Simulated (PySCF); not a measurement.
Calculated molecular-ion clusters (M+•, centroid m/z and relative intensity) of several compounds:

1. 155.0763 (100.0), 156.0792 (10.0), 157.0730 (5.0), 158.0755 (0.4)
2. 120.0221 (100.0), 121.0227 (13.5), 122.0194 (7.3), 123.0202 (0.6)
3. 115.0417 (100.0), 116.0448 (9.1), 117.0478 (0.4)

Lines and terms under 0.3 % are left out. Candidates, as SMILES:
A. `C=C(CF)[SiH2][SiH3]`
B. `C=C(SC)C(C)(C)CC#N`
C. `C(#CC#CCC=C)C#N`

Task: Match clusters and compounds, and give each formula.

Result: 
1 = B, C8H13NS, monoisotopic mass of the neutral 155.0769 u; relative to that species, one 13C gives 8.7 % at +1, one 33S gives 0.8 % at +1, one 15N gives 0.4 % at +1 and one 34S gives 4.5 % at +2.
2 = A, C3H9FSi2, monoisotopic mass of the neutral 120.0227 u; relative to that species, one 29Si gives 10.2 % at +1, one 13C gives 3.2 % at +1 and one 30Si gives 6.7 % at +2.
3 = C, C8H5N, monoisotopic mass of the neutral 115.0422 u; relative to that species, one 13C gives 8.7 % at +1 and one 15N gives 0.4 % at +1.

Task: What is the mean mass of the whole cluster 2, and how does it compare with the molar mass?

Result: 120.272 u over all lines, faint ones too (the ion lacks one electron, 0.0005 u); standard atomic weights give 120.273 g/mol for C3H9FSi2.

Task: Give the exact less the nominal mass of each, in mDa.

Result: C3H9FSi2 +22.7, C8H13NS +76.9, C8H5N +42.2 (neutral, monoisotopic).

Abundances used (%; other tables differ somewhat): 12C 98.93, 13C 1.07; 32S 94.93, 33S 0.76, 34S 4.29, 36S 0.02; 14N 99.632, 15N 0.368; 1H 99.9885, 2H 0.0115; 28Si 92.2297, 29Si 4.6832, 30Si 3.0872.

A cluster can't tell isomers apart.
